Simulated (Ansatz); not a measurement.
This geometry of CH₃O₂Si (7 atoms, charge 1, multiplicity 1) is a first-order saddle point.

Computed with Ansatz 0.2.0, RKS B3LYP-D4/def2-SVP.

```xyz
7
Properties=species:S:1:pos:R:3
O -1.105 -0.301 2.666
Si -0.443 -0.048 1.333
C 0.430 0.293 -0.412
O 0.038 -0.387 -1.509
H 0.261 1.389 -0.482
H 1.486 0.102 -0.122
H -0.667 -1.048 -1.474
```

**Question.** Which two structures does it join? (They come from a converged band through this point; their orientation in space is the band's.)

**Answer.** No bond is made or broken. The dihedral H6–C3–O4–H7 goes from -172 to 9°. The two ends are copies of one structure, up to a mirror image or an exchange of like atoms.

First end point:

```xyz
7
Properties=species:S:1:pos:R:3
O -1.213 -0.202 3.177
Si -0.580 -0.035 1.808
C 0.558 0.239 -0.680
O 0.227 -0.748 -1.408
H 0.062 1.216 -0.772
H 1.523 0.145 -0.168
H -0.577 -0.616 -1.955
```

Last end point:

```xyz
7
Properties=species:S:1:pos:R:3
O -1.222 -0.195 3.173
Si -0.621 0.000 1.793
C 0.449 0.344 -0.715
O -0.251 -0.292 -1.563
H 0.198 1.405 -0.597
H 1.401 -0.055 -0.338
H 0.047 -1.207 -1.753
```

**Question.** How far does it lie above each of them?

**Answer.** 0.62 eV above the first and 0.62 eV above the second. This is the barrier of this one path; another mechanism may lie lower. Limits of this set-up: the dipole of an ion depends on the origin.

Time of the run: 7.1 min on 1 thread of Arm Neoverse V1, on a shared host, peak memory 0.14 GiB.
